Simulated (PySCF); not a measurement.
# Electronic structure of Mn²²⁺ (manganese, charge +22) at the PBE0 level

Configuration: [He] 2s1, 2S determinant. All numbers are calculated (PySCF 2.14, scalar relativity by spin-free X2C-1e, in an uncontracted even-tempered set (19 s from 5.1 bohr⁻², ratio 2.2; 8 p from 7.9 bohr⁻², ratio 2.4; 6 d from 24 bohr⁻², ratio 2.4; 5 f from 36 bohr⁻², ratio 2.4; 4 g from 53 bohr⁻², ratio 2.4)).

* Total energy: -683.483 hartree
* One-electron energy: -708.857 hartree
* Hartree (Coulomb) energy: 43.275 hartree
* Exchange-correlation energy: -17.901 hartree
* ⟨S²⟩: 0.7500
* ⟨L²⟩: 0.000
* Sum of ⟨r⟩: 0.3697 bohr
* Sum of ⟨r²⟩: 0.08251 bohr²

```tsv
shell	electrons	mean orbital energy (eV)	rms radius, mean of both spins (bohr)
1s α	1	-7899.4	0.0697
1s β	1	-7890.5	0.0697
2s α	1	-1853.7	0.270
```

Densities and radii are taken from the X2C orbitals without a picture-change correction, which distorts them close to the nucleus.
